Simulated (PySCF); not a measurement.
# Computed records: H9NSi3

Computed with PySCF 2.14.0. Calculation on a computer-drawn molecule: the log of a Hartree-Fock and frozen-core CCSD(T) single point meant for a local Hartree-Fock minimum, with one planted fault or none, to be diagnosed. Offsets are logged minus clean, where the clean run is the same molecule without the fault. The reference is restricted for singlets and unrestricted otherwise, and also for a bond in bohr or an excited solution. Adding or removing an electron swaps singlet and doublet. The excited solution moves the top pair (singlet) or top alpha electron (doublet) to the lowest empty orbital. Highest occupied and lowest empty are orbital energies over both spins, largest force is the largest gradient component, triples share is (T) over the correlation energy, the T1 limit is 0.02 restricted and 0.045 unrestricted, electrons count all cores, a negative frequency is imaginary (commonest isotopes), and the dipole is about the centre of nuclear charge.

```xyz
13
formula=H9NSi3 meant_charge=0 meant_multiplicity=1 meant_basis=cc-pV(D+d)Z logged_electrons=57 logged_basis_functions=128 logged_SCF_converged=yes logged_spin_squared=0.7894 logged_highest_occupied=-15.214 logged_lowest_empty=-6.3035 logged_largest_force=0.047109 logged_T1_diagnostic=0.052067 logged_D1_diagnostic=0.35018 logged_triples_share=0.028727 logged_CC_converged=yes logged_dipole_magnitude=5.3773 logged_SCF_stable_within_its_kind=yes logged_energy_HF=-926.2155 logged_energy_CCSD(T)=-926.76758 possible_faults=no_fault,one_electron_removed,one_electron_added,multiplicity_raised_by_two,geometry_at_a_saddle_point,SCF_held_on_an_excited_solution,minimal_basis_STO-3G,one_bond_length_entered_in_bohr,all_coordinates_scaled planted_fault=one_electron_removed HF_energy_offset_from_clean_run=187.5 CCSD(T)_energy_offset_from_clean_run=199.4
N     -0.8752     0.0504    -3.9603
Si    -1.6120     0.6127    -2.4882
Si    -3.7867    -0.3148    -2.3520
Si    -0.3713     0.1409    -0.5155
H     -0.0092     0.4712    -4.2465
H     -0.8297    -0.9397    -4.1206
H     -1.7237     2.0907    -2.5887
H     -4.6379     0.1657    -3.4672
H     -4.4272     0.0577    -1.0661
H     -3.7138    -1.7971    -2.4223
H     -1.0322     0.7133     0.6848
H      0.9999     0.7068    -0.6102
H     -0.2445    -1.3270    -0.3186
```

Units: logged_highest_occupied, logged_lowest_empty in eV; logged_largest_force in hartree/bohr; logged_dipole_magnitude in debye; logged_energy_HF, logged_energy_CCSD(T) in hartree; HF_energy_offset_from_clean_run, CCSD(T)_energy_offset_from_clean_run in kcal/mol.

Drawn bonds:
```csv
atom,other atom,order
1,2,1
2,3,1
2,4,1
1,5,1
1,6,1
2,7,1
3,8,1
3,9,1
3,10,1
4,11,1
4,12,1
4,13,1
```

Notes: T1 above single-reference limit.
